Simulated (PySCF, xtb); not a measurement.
octafluoropropane (C₃F₈), SMILES FC(F)(F)C(F)(F)C(F)(F)F. Atoms are numbered in the order given.

```xyz
11

F      1.3677     1.0785     0.9997
C      1.3061     0.0000     0.2342
F      1.3677    -1.0785     0.9997
F      2.3367     0.0000    -0.5951
C      0.0000     0.0000    -0.5914
F      0.0000    -1.0910    -1.3632
F      0.0000     1.0910    -1.3632
C     -1.3061     0.0000     0.2342
F     -1.3677     1.0785     0.9997
F     -2.3367     0.0000    -0.5951
F     -1.3677    -1.0785     0.9997
```
Charge 0, spin multiplicity 1.

The structure is a stationary point at PBE0-D3(BJ)/def2-SVP.

These are C-PCM-PBE0/def2-SVP (PySCF) values and carry that method's errors.

The values are the electrostatic part of the solvation free energy, E(continuum) − E(gas) at the gas-phase geometry, in a cavity of scaled van der Waals radii (PySCF's table); cavitation and dispersion terms are not included. In vacuum the orbital gap is 12.30 eV. The dipole moment in vacuum is 0.11 D.

Computed values in water (ε = 78.36), N,N-dimethylformamide (ε = 37.22), ethylethanoate (ε = 5.99):
```json
[
 {"solvent": "water", "ε": "78.36", "ΔG(elec) (kcal/mol)": "-0.8", "dipole (D)": "0.12", "gap (eV)": "12.31"},
 {"solvent": "N,N-dimethylformamide", "ε": "37.22", "ΔG(elec) (kcal/mol)": "-0.8", "dipole (D)": "0.12", "gap (eV)": "12.31"},
 {"solvent": "ethylethanoate", "ε": "5.99", "ΔG(elec) (kcal/mol)": "-0.7", "dipole (D)": "0.12", "gap (eV)": "12.31"}
]
```

For comparison, GFN2-xTB/ALPB(water) (xtb, at the GFN2-xTB geometry, all terms of that model) gives 2.3 kcal/mol.
